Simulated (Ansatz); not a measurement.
A run for Ansatz (a first-principles code): R-PBE/def2-TZVPP on GeH4N2 (SMILES [NH2][Ge][NH2]), a point of a torsion scan.

Ansatz 0.2 input:
```yaml
crystal:
  periodic: [false, false, false]
  atoms:
    - {symbol: N, position_ang: [1.40782230, -0.04472660, -0.12472416]}
    - {symbol: Ge, position_ang: [0.48729989, 0.12261246, 1.43417053]}
    - {symbol: N, position_ang: [-0.55231421, -1.34795653, 1.18474126]}
    - {symbol: H, position_ang: [1.29151517, -0.76274250, -0.82299870]}
    - {symbol: H, position_ang: [2.13013552, 0.59547847, -0.41241998]}
    - {symbol: H, position_ang: [-0.53312398, -1.97568721, 0.39598858]}
    - {symbol: H, position_ang: [-1.24969530, -1.65212829, 1.84470406]}
basis:
  gaussian:
    orbitals: def2-TZVPP
hamiltonian:
  xc: {name: PBE}
scf: {lower_state_search: off}
```

Output:

```
WARN ansatz: RAYON_NUM_THREADS=1 ignored (pool sized by the plan → 1); use --threads N
Functional definition: PBE
these checks for a lower state are left out or cut short: stability, starts, cluster_reference, orbital_swaps, neighbouring_geometries, increment
integrals: 0.07 GiB planned
904 factors; their error is unknown
mean field: 0.53 GiB planned
mean field evaluation 1: about -59533.6226 eV, gradient 1.0e2 eV
mean field evaluation 2: about -59423.6555 eV, gradient 2.0e2 eV
mean field evaluation 4: about -59553.0702 eV, gradient 1.2e1 eV
mean field evaluation 8: about -59553.4937 eV, gradient 2.2e-1 eV
mean field evaluation 16: about -59553.4815 eV, gradient 2.4e-4 eV
mean field -59553.48152299 eV, -2188.5500791702 hartree, gradient 3.0e-6 eV, S^2 0.000000; 0 other end points of the search recorded, 0 dependent functions left out
reference -59553.48155291 eV, -2188.5500802699 hartree; 25, 25 occupied and 141, 141 virtual orbitals, 904 factors
Total energy: -59553.48155291 eV, -2188.5500802699 hartree
Checks for a lower state left out: stability, starts, cluster_reference, orbital_swaps, neighbouring_geometries, increment
```

The run converged.

Cost: very roughly 2.5 core-seconds.
